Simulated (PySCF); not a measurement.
A PySCF script (with the pyscf-properties extension) for the NMR shieldings of `[SiH3]NCC[B@@H-]([SiH3])[NH2+][SiH3]`, C₂H₁₇BN₂Si₃, on a GFN2-xTB geometry:

```python
import basis_set_exchange as bse
import numpy as np
from pyscf import gto, dft
from pyscf.prop import nmr

atoms = """
Si    3.714547    0.825569    0.831570
N     2.282440    0.871867   -0.104068
C     1.046556    0.215267    0.265374
C     0.170214   -0.067611   -0.950888
B    -1.199618   -0.901138   -0.664089
Si   -0.977028   -2.622340    0.287872
N    -2.143342    0.055151    0.362131
Si   -2.554765    1.726174   -0.148286
H     4.025866   -0.584289    1.068102
H     4.712907    1.512833    0.013896
H     3.624117    1.498069    2.143481
H     2.115498    1.667696   -0.701852
H     1.314407   -0.719797    0.763025
H     0.491708    0.831055    0.998441
H     0.780913   -0.621911   -1.668759
H    -0.055374    0.895483   -1.431165
H    -1.856177   -0.971948   -1.663010
H    -0.108525   -3.651969   -0.295476
H    -0.494515   -2.473596    1.686230
H    -2.265447   -3.323102    0.523205
H    -1.639449    0.041413    1.243998
H    -2.977380   -0.507843    0.498589
H    -1.405401    2.563799    0.169918
H    -2.901466    1.672451   -1.559334
H    -3.711621    2.092862    0.676308
"""
names = dict.fromkeys(["Si", "N", "C", "B", "H"], "pcSseg-1")
basis = {el: gto.basis.parse(bse.get_basis(n, elements=[el], fmt="nwchem")) for el, n in names.items()}
mol = gto.M(atom=atoms, basis=basis, charge=0, verbose=0)
mf = dft.RKS(mol, xc="PBE0")
mf.grids.level = 2
mf.grids.alignment = dft.numint.BLKSIZE   # the property module wants whole blocks of grid points
mf.conv_tol = 1e-9
mf.kernel()

calc = nmr.RKS(mf)   # GIAO
C = mf.mo_coeff
Co = C[:, mf.mo_occ > 0]
resp = mf.gen_response(singlet=True, hermi=2)
def vind(x):   # induced exchange potential for any number of trial vectors
    d = np.einsum("pi,xij,qj->xpq", C, 2 * x.reshape(-1, C.shape[1], Co.shape[1]), Co, optimize=True)
    return np.einsum("xpq,pi,qj->xij", resp(d - d.transpose(0, 2, 1)), C, Co, optimize=True).ravel()
mo1, _ = nmr.rhf.solve_mo1(calc, with_cphf=vind)
sigma = calc.kernel(mo1)
for i, s in enumerate(sigma):   # ppm
    print("%2d %-2s %9.2f" % (i, mol.atom_pure_symbol(i), np.trace(s) / 3))
```

**Question.** Give the expected output.

**Answer.** 
```
 0 Si    409.98
 1 N     236.39
 2 C     139.26
 3 C     156.81
 4 B     115.91
 5 Si    457.87
 6 N     235.99
 7 Si    393.74
 8 H      27.09
 9 H      27.09
10 H      26.95
11 H      32.22
12 H      29.02
13 H      28.78
14 H      30.47
15 H      30.70
16 H      28.89
17 H      28.36
18 H      28.64
19 H      28.62
20 H      29.68
21 H      29.66
22 H      26.97
23 H      27.11
24 H      27.10
```

These numbers come from an equivalent density-fitted implementation of the same equations, which agrees with the script to about 0.01 ppm for H and up to a few tenths of a ppm for heavy atoms, so last digits may differ.

Size and cost of the density-fitted run: 242 basis functions, 2.5 min wall time on 1 thread of an Intel Xeon, shared host; peak memory 1.1 GiB.
